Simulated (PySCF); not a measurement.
Telling isomers of C₇H₁₃P apart by NMR

Computed data (PySCF 2.14): shielding tensors at PBE0/pcSseg-1 (GIAO), structure optimised with GFN2-xTB. Fast rotation and ring inversion assumed for equivalent nuclei, non-relativistic Hamiltonian, one conformer, gas phase.

Scale: $^{1}$H and $^{13}$C vs TMS (reference shieldings calculated alike). Splittings of carbon signals by F and P are missing where no couplings were computed. Where no couplings were computed, multiplicities follow the n + 1 count of equivalent neighbours, and m marks all less simple cases (inequivalent or close neighbours, rings, F or P nearby). Shifts are as computed. Against solution values, carbons near 30 ppm lie about +3 ppm off and those near 130 ppm about +5 ppm. Of 1211 compounds with measured shifts, 218 miss one by over three times the rms of a fit or turn the order of signals round; such compounds aren't used in these exercises.

(1) Tabulate the signals of `C/C=C\P1[C@@H](C)[C@@H]1C`, `CC=C=PCC(C)C` and their relative energies.

(2) What is the quickest way to tell C/C=C\P1[C@@H](C)[C@@H]1C from CC=C=PCC(C)C?

## Answers

(1) 
```json
{"SMILES": "C/C=C\\P1[C@@H](C)[C@@H]1C", "carbon types": "4×CH 3×CH3", "δC": "150.7, 136.6, 33.1, 20.9, 20.2", "δH": "6.62 (m, 1H), 5.43 (m, 1H), 2.13 (d, 3H), 1.36 (m, 6H), 0.94 (m, 2H)", "E rel. (kcal/mol)": "0.0"}
{"SMILES": "CC=C=PCC(C)C", "carbon types": "1×C 2×CH 1×CH2 3×CH3", "δC": "267.8, 111.9, 44.7, 37.1, 25.8, 19.8", "δH": "6.28 (m, 1H), 1.91 (d, 3H), 1.75 (m, 2H), 1.60 (m, 1H), 1.09 (d, 6H)", "E rel. (kcal/mol)": "11.9"}
```

Energies are electronic energies at PBE0/pcSseg-1 on these geometries, without zero-point or thermal terms, each for the one conformer computed, which needn't be the lowest.

(2) Count the carbon signals: 5 against 6. The first has an alkene CH at 150.7 ppm, the second a cumulene carbon (C) at 267.8 ppm.
